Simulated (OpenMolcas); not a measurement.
Computed levels of 5d5 in ions with 73 electrons, in cm-1 above 6S 5/2.

- Program: OpenMolcas 26.06
- Method: MS-CASPT2, IPEA 0.25 Eh, imaginary shift 0.1 Eh
- Basis: ANO-R3
- Scalar Hamiltonian: X2C, finite nucleus
- Spin-orbit coupling: state interaction with AMFI integrals over the reference wave functions, term energies averaged over their components

Active space for each ion: 5 electrons in 5 orbitals (5d); closed shells correlated by CASPT2: 5s 5p.

| Level | Re2+ | Ir4+ | Pt5+ | Au6+ |
| --- | --- | --- | --- | --- |
| 4G 7/2 | 18180 | 23190 | 25340 | 27360 |
| 4G 11/2 | 19040 | 24570 | 27020 | 29370 |
| 4G 9/2 | 19540 | 25580 | 28330 | 31010 |
| 4P 1/2 | 20650 | 27350 | 30290 | 33160 |
| 4D 7/2 | 22590 | 30550 | 34220 | 37870 |
| 4D 1/2 | 25350 | 35020 | 39620 | 44340 |
| 2I 11/2 | 27710 | 36110 | 40170 | 44310 |
| 2I 13/2 | 30010 | 39710 | 44430 | 49200 |
| 2H 9/2 | 34790 | 46090 | 51430 | 56770 |

Problem. Estimate 4G 7/2, 4G 11/2 for Os3+ from its neighbours Re2+ and Ir4+.

Solution. 4G 7/2 is another term, which grows about linearly with the charge: (18180 + 23190) / 2 = 20685. The calculation gives 20820, so the estimate is off by -0.6 %.
4G 11/2 is another term, which grows about linearly with the charge: (19040 + 24570) / 2 = 21805. The calculation gives 21900, so the estimate is off by -0.4 %.

Mixed levels, with the weight of the term that names them: Re2+ 4G 7/2 (70 %), Re2+ 4P 1/2 (59 %), Re2+ 4D 7/2 (73 %), Re2+ 4D 1/2 (63 %), Re2+ 2H 9/2 (51 %), Os3+ 4G 7/2 (67 %), Os3+ 4P 1/2 (60 %), Os3+ 4D 7/2 (70 %), Os3+ 4D 1/2 (65 %), Os3+ 2H 9/2 (51 %), Ir4+ 4G 7/2 (63 %), Ir4+ 4P 1/2 (60 %), Ir4+ 4D 7/2 (65 %), Ir4+ 4D 1/2 (65 %), Ir4+ 2I 11/2 (73 %), Ir4+ 2H 9/2 (51 %), Pt5+ 4G 7/2 (60 %), Pt5+ 4P 1/2 (59 %), Pt5+ 4D 7/2 (60 %), Pt5+ 4D 1/2 (66 %), Pt5+ 2I 11/2 (71 %), Pt5+ 2H 9/2 (51 %), Au6+ 4G 7/2 (56 %), Au6+ 4G 11/2 (71 %), Au6+ 4P 1/2 (59 %), Au6+ 4D 7/2 (54 %), Au6+ 4D 1/2 (67 %), Au6+ 2I 11/2 (68 %), Au6+ 2H 9/2 (51 %).

CASPT2 does not keep the components of a term degenerate, so their means are used; among the terms shown or strongly mixed into the levels shown the widest spread is 900 cm-1 (5d5 4F, Re2+). Blocks of more than 70 roots (2S+1 = 2 even) ran without multistate coupling. Configurations with an s electron lie low in 5d ions of this charge, fall among these levels and mix in, so low-spin terms can stand far too high, up to twice their true height, and weights are not those of the real levels (holds for Re2+). The CASPT2 spread within a term exceeds the gap to the next term for 5d5 4F and 5d5 2F(1), so the order of their levels is uncertain, and so are names and mixing where such terms share a J (holds for Re2+; Os3+). Levels of configurations outside the active space are missing.

A number in round brackets counts repeated terms of one configuration in the order of the reference energies.
